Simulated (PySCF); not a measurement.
First SCF of a structure search on quartet SeO₂⁻, at a hand-made end-on geometry. PySCF input:

```python
from pyscf import gto, scf, dft
mol = gto.M(atom='''
Se     0.000000     0.000000     0.000000
O      0.000000     0.000000     1.843700
O      1.252800     0.000000     2.563700''',
    basis={'Se': 'def2-SVPD', 'O': 'def2-SVPD'},
    charge=-1, spin=3)
mf = dft.UKS(mol, xc='PBE0')
mf.grids.atom_grid = (50, 194)
aux = {'Se': 'def2-universal-JKFIT', 'O': 'def2-universal-JKFIT'}
mf = mf.density_fit(auxbasis=aux)
mf.conv_tol = 1e-08
mf.diis_space = 10
mf.max_cycle = 60
mf.init_guess = 'minao'
mf.verbose = 4
mf.kernel()
```

Excerpt of the output (cycles alone):

```
init E= -2550.09731554425
cycle= 1 E= -2550.71225955879  delta_E= -0.615  |g|= 0.658  |ddm|= 1.83
cycle= 2 E= -2545.38260839309  delta_E= 5.33  |g|= 2.43  |ddm|= 5.23
cycle= 3 E= -2550.92672352262  delta_E= -5.54  |g|= 0.332  |ddm|=  5.1
cycle= 4 E= -2550.86902601101  delta_E= 0.0577  |g|= 0.534  |ddm|= 0.714
cycle= 5 E= -2550.97594327726  delta_E= -0.107  |g|= 0.104  |ddm|= 0.362
cycle= 6 E= -2550.98004186046  delta_E= -0.0041  |g|= 0.0726  |ddm|= 0.08
cycle= 7 E= -2550.98277575823  delta_E= -0.00273  |g|= 0.0279  |ddm|= 0.0907
cycle= 8 E= -2550.98319432779  delta_E= -0.000419  |g|= 0.00807  |ddm|= 0.0393
cycle= 9 E= -2550.98324073967  delta_E= -4.64e-05  |g|= 0.00285  |ddm|= 0.0183
cycle= 10 E= -2550.98324779678  delta_E= -7.06e-06  |g|= 0.00106  |ddm|= 0.00857
cycle= 11 E= -2550.98324919897  delta_E= -1.4e-06  |g|= 0.000508  |ddm|= 0.00411
cycle= 12 E= -2550.98324963329  delta_E= -4.34e-07  |g|= 0.00013  |ddm|= 0.00335
cycle= 13 E= -2550.98324967568  delta_E= -4.24e-08  |g|= 4.91e-05  |ddm|= 0.000877
cycle= 14 E= -2550.98324968036  delta_E= -4.68e-09  |g|= 1.82e-05  |ddm|= 0.000297
Extra cycle  E= -2550.98324968018  delta_E= 1.86e-10  |g|= 3.34e-05  |ddm|= 7.38e-05
converged SCF energy = -2550.98324968018  <S^2> = 3.7629415  2S+1 = 4.0064655
```

No lower solution of this spin was found from smeared starts or by a stability analysis within the unrestricted form.

The search for the lowest solution, 3 starts and the stability check together, took 12 s on 2 threads of a shared Arm Neoverse V2 host, with 87 basis functions; the process peaked at 0.37 GiB. Launch command: `OMP_NUM_THREADS=2 python axn.py task.json out`.
